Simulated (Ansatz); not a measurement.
Species: PbBr, net charge 0, doublet state. SMILES: [Br][Pb]
Geometry: optimised at B3LYP-D3(BJ)/def2-TZVP (Ansatz, an electronic-structure program).

Wanted: atomisation energy (electronic, to ground-state atoms), in kcal/mol. Correlated levels leave the core frozen unless marked. UHF or UKS for open shells. Spin-orbit coupling is left out. The frozen core is the preceding noble-gas configuration, with the filled d and f shells of earlier blocks. Past Kr the def2 sets carry scalar-relativistic core potentials. The coupled-cluster limit lacks core correlation, which all-electron functionals hold. Basis-set limits of correlation are two-point, X^-3; Hartree-Fock from the larger set.

| level | program | atomisation energy (kcal/mol) |
|---|---|---|
| PBE-D3(BJ)/def2-TZVPD | Ansatz + dftd3 | 84.5 |
| r2SCAN-D4/def2-TZVPD | Ansatz + dftd4 | 82.0 |

### Question
What does CCSD(T)/CBS(def2-TZVPPD,def2-QZVPPD) (Ansatz) give?

### Answer
78.5 kcal/mol, so r2SCAN-D4/def2-TZVPD differs from it by 3.5 kcal/mol.
